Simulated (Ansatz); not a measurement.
Which is lower?

The two ends of one reaction step of AlNH6O3, closed shell (PBE0-D4/def2-TZVP).

A:

```json
{"atom": "Al1", "x (Å)": "-0.5073", "y (Å)": "-0.1309", "z (Å)": "-0.0557"}
{"atom": "N2", "x (Å)": "1.4321", "y (Å)": "0.3693", "z (Å)": "0.1565"}
{"atom": "O3", "x (Å)": "-0.6694", "y (Å)": "0.0956", "z (Å)": "-1.7559"}
{"atom": "O4", "x (Å)": "-1.2163", "y (Å)": "1.0540", "z (Å)": "0.9746"}
{"atom": "H5", "x (Å)": "1.9745", "y (Å)": "-0.4471", "z (Å)": "0.4178"}
{"atom": "O6", "x (Å)": "-0.4443", "y (Å)": "-1.7515", "z (Å)": "0.5255"}
{"atom": "H7", "x (Å)": "1.5316", "y (Å)": "1.0754", "z (Å)": "0.8780"}
{"atom": "H8", "x (Å)": "1.7925", "y (Å)": "0.7381", "z (Å)": "-0.7171"}
{"atom": "H9", "x (Å)": "-0.9900", "y (Å)": "-0.6110", "z (Å)": "-2.3119"}
{"atom": "H10", "x (Å)": "-1.8943", "y (Å)": "1.6404", "z (Å)": "0.6464"}
{"atom": "H11", "x (Å)": "-1.0092", "y (Å)": "-2.0325", "z (Å)": "1.2418"}
```

B:

Al1  (-0.318, 0.186, -0.234)
N2  (1.456, 0.528, -0.061)
O3  (-1.032, -0.070, -1.763)
O4  (-1.324, 0.797, 1.023)
H5  (0.800, -1.436, 0.927)
O6  (-0.128, -1.572, 0.666)
H7  (1.761, 1.258, 0.567)
H8  (2.096, 0.496, -0.840)
H9  (-0.552, -0.022, -2.586)
H10  (-2.087, 1.340, 0.839)
H11  (-0.673, -1.505, 1.461)
(Å)

Program: Ansatz 0.2.0. Basis: def2-TZVPP. Cores are frozen in the correlated methods. B3LYP uses VWN-RPA correlation.

Question: Which structure is lower at CCSD(T), and by how much? (To be estimated.)

Answer: By the calculation: A, by 93.0 kJ/mol (electronic energy, against the other). By their contacts, A is AlNH₆O₃ ([NH3][Al]([OH])([OH])[OH]) and B is AlNH₆O₃ ([NH2][Al]([OH])([OH])[OH2]).

All methods give the same order:

```json
{"method": "SPW92", "E(B) − E(A) (kJ/mol)": "81.8"}
{"method": "PBE-D4", "E(B) − E(A) (kJ/mol)": "87.8"}
{"method": "BLYP-D4", "E(B) − E(A) (kJ/mol)": "91.6"}
{"method": "r2SCAN-D4", "E(B) − E(A) (kJ/mol)": "91.9"}
{"method": "B97M-V", "E(B) − E(A) (kJ/mol)": "93.0"}
{"method": "PBE0-D4", "E(B) − E(A) (kJ/mol)": "90.6"}
{"method": "B3LYP-D4", "E(B) − E(A) (kJ/mol)": "93.5"}
{"method": "r2SCAN0-D4", "E(B) − E(A) (kJ/mol)": "93.1"}
{"method": "BHLYP-D4", "E(B) − E(A) (kJ/mol)": "96.7"}
{"method": "CAM-B3LYP-D4", "E(B) − E(A) (kJ/mol)": "93.6"}
{"method": "wB97X-V", "E(B) − E(A) (kJ/mol)": "93.2"}
{"method": "wB97M-V", "E(B) − E(A) (kJ/mol)": "90.1"}
{"method": "B2PLYP", "E(B) − E(A) (kJ/mol)": "94.2"}
{"method": "PBE-QIDH", "E(B) − E(A) (kJ/mol)": "93.1"}
{"method": "RPA on PBE", "E(B) − E(A) (kJ/mol)": "93.1"}
{"method": "HF", "E(B) − E(A) (kJ/mol)": "102.1"}
{"method": "MP2", "E(B) − E(A) (kJ/mol)": "93.5"}
{"method": "CCSD", "E(B) − E(A) (kJ/mol)": "94.6"}
{"method": "CCSD(T)", "E(B) − E(A) (kJ/mol)": "93.0"}
```

T1 diagnostic: at most 0.011.

Labels in which every atom is bracketed show which atoms are joined, not bond orders.

For scale, one of the runs: CCSD(T)/def2-TZVPP, 250 basis functions, launched by `ansatz run in.yaml --threads 8 --pin off --events-out ev --progress --plain --max-ram 19148MiB`. Time: 100 s of wall clock on 8 CPU threads of an Arm Neoverse V1; the host was shared. Peak host memory: 5.6 GiB.
